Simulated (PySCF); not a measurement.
Gas-phase equilibrium of 1 mol TiCl4, 4.1 mol O2 at 1400 K and 1.00 bar, among 9 species (ClO, O2, O, TiCl4, O3, TiOCl2, Cl, Cl2, TiO2). Only gases are allowed; each row takes one source of thermochemistry for all species, and Cantera finds the minimum.

Computed with PySCF and rigid-rotor harmonic-oscillator thermochemistry at 1 bar. The comparison is the NASA 1993 polynomial table, which mixes measured and estimated data. After a fit of one offset per element over all species, the range-separated, M06-2X, PBE0/def2-QZVP and CCSD(T)/def2-TZVPP enthalpies, where run, lie to one side of the table for TiOCl2 (-50 kJ/mol): a fault of the table's entry, another state or a shared error of the levels is possible; this was not checked at source. S°(298 K) at PBE0/def2-TZVP differs from the NASA 1993 table for TiOCl2 (+10 J/mol/K); whether the harmonic model or the table's entry is off was not settled. † marks an energy on the PBE0/def2-TZVP geometry and frequencies. Open shells (unrestricted) among the columns below: ClO (multiplicity 2, electronic degeneracy 4), O2 (multiplicity 3), O (multiplicity 3, electronic degeneracy 9), Cl (multiplicity 2, electronic degeneracy 6); the rest are closed-shell singlets. Spin-orbit splitting is ignored; it lowers the true energy and changes the entropy of ClO, O, Cl. The harmonic model lacks anharmonicity and excited electronic states, which grow with temperature; levels with a mode under 35 cm⁻¹ are left out. Soft modes under 120 cm⁻¹ make the harmonic entropy rough for TiCl4, TiOCl2. The table's entry may be an old estimate for ClO, TiOCl2 (not checked at source).

Molecules larger than those listed are left out. Table species left out: Ti, TiCl, TiCl2, TiCl3, TiO, TiOCl.

Mole fractions:

| thermochemistry | x O2 | x TiCl4 | x TiOCl2 | x Cl2 | x Cl | x ClO | x O |
|---|---|---|---|---|---|---|---|
| table | 0.80 | 0.19 | 0.0058 | 0.0048 | 0.0020 | 5.0e-5 | 8.5e-7 |
| BLYP/def2-TZVP† | 0.75 | 0.14 | 0.051 | 0.046 | 0.0087 | 0.00032 | 6.7e-8 |
| PBE/def2-TZVP† | 0.77 | 0.16 | 0.036 | 0.035 | 0.0018 | 0.00018 | 1.5e-8 |
| PBE0/def2-QZVP† | 0.77 | 0.16 | 0.033 | 0.030 | 0.0046 | 0.00012 | 4.7e-7 |
| LDA/def2-TZVP† | 0.79 | 0.18 | 0.018 | 0.018 | 5.6e-5 | 8.0e-5 | 5.3e-11 |
The most sensitive of these is O: it spans a factor of 10^4.2 over these rows; at this temperature one factor of ten is RT ln 10 = 27 kJ/mol.
